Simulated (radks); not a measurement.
Values are calculated unless marked as measured or tabulated.
Spherical quantum dot in the effective-mass picture: electrons in a hard-walled sphere of radius 3.03, with a point charge +1 (a donor) at the centre, all in effective atomic units (hartree* = m*/eps^2 hartree, bohr* = eps/m* bohr), one dielectric constant everywhere. Level of theory: non-relativistic Kohn-Sham, LDA (Slater exchange, Perdew-Wang correlation), spin-polarised, spherical densities (a radial shooting solver with Libxc functionals). Levels are named by radial order and angular momentum (1s, 1p, 1d, 2s, ...), and open shells are averaged over m. Results are scaled to m* = 0.265 and eps = 15.9, for which hartree* = 28.52 meV and bohr* = 3.175 nm.

N = 4, configuration 1s2 1p(up 2, down 0). This is the lowest configuration that the search found. Occupied and some empty levels:

level    occupation  eigenvalue (meV)  <r> (nm)
1s up             1            41.861     4.469
1s down           1            44.314     4.393
1p up             2            59.950     5.760
1p down           0            62.912     5.758
1d up             0            79.688     6.298
2s up             0            80.926     4.672
1d down           0            82.665     6.307
2s down           0            82.802     4.722
1f up             0            103.40     6.653
1f down           0            106.30     6.664

Energy (meV): total 92.4010, kinetic 96.694, external -89.060, Hartree 126.65, exchange-correlation -41.884.
